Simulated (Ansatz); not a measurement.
Consider the ligand exchange at the Al–N bond: `[AlH2][NH][Si]1(Cl)CO1` + `CC(C)N` → `CC(C)[NH][AlH2]` + `N[Si]1(Cl)CO1`.

Gas-phase electronic energies from Ansatz, PBE0-D4/def2-TZVP geometries. CCSD(T)/CBS adds triple-zeta CCSD(T) − MP2 to the extrapolated MP2 energy (def2 sets, frozen cores). DFT in def2-TZVPP. B3LYP here is the variant with VWN-RPA as its local correlation; programs differ in this. One conformer a species, not always the lowest.

`[AlH2][NH][Si]1(Cl)CO1`:

Cartesian coordinates in Å:
```
Al -1.089 -1.456 -1.779
N -0.510 -0.784 -0.216
Si 0.146 0.700 0.259
Cl 0.009 1.999 -1.299
C 1.309 1.022 1.585
O -0.171 1.279 1.756
H -0.965 -0.613 -3.101
H -1.682 -2.919 -1.684
H -0.606 -1.416 0.572
H 1.892 1.939 1.642
H 1.665 0.249 2.264
```

`CC(C)N`:

```xyz
13

C    -0.956    0.209    0.985
C    -0.017    0.297   -0.203
C     1.361   -0.238    0.139
N    -0.570   -0.490   -1.300
H    -1.947    0.599    0.735
H    -1.071   -0.832    1.297
H    -0.574    0.788    1.829
H     0.092    1.363   -0.470
H     1.808    0.327    0.959
H     2.035   -0.170   -0.720
H     1.293   -1.289    0.432
H    -1.480   -0.137   -1.567
H     0.025   -0.427   -2.117
```

`CC(C)[NH][AlH2]`:

Cartesian coordinates in Å:
```
C -1.351 0.961 -0.358
C -0.022 0.217 -0.361
C 1.147 1.192 -0.382
N 0.074 -0.703 0.759
Al 0.231 -2.463 0.732
H -2.187 0.258 -0.379
H -1.436 1.628 -1.220
H -1.445 1.570 0.547
H 0.025 -0.388 -1.275
H 2.097 0.655 -0.420
H 1.092 1.862 -1.244
H 1.145 1.810 0.522
H 0.039 -0.211 1.643
H 0.278 -3.169 -0.686
H 0.315 -3.218 2.122
```

`N[Si]1(Cl)CO1`:

Cartesian coordinates in Å:
```
N -1.052 -0.920 0.909
Si 0.083 -0.388 -0.208
Cl 0.184 -1.799 -1.670
C 0.659 1.278 -0.522
O 1.457 0.308 0.330
H -1.193 -0.473 1.798
H -1.662 -1.700 0.738
H 0.331 2.140 0.055
H 1.193 1.554 -1.429
```

| level | ΔE (eV) |
| --- | --- |
| B3LYP | 0.04 |
| CCSD(T)/def2-TZVPP | 0.09 |

What does CCSD(T)/CBS give? (Estimate.)

The calculation gave: +0.09 eV. The listed levels differ from it by -0.05, 0.00 eV.

Largest T1 diagnostic among the species: 0.012.
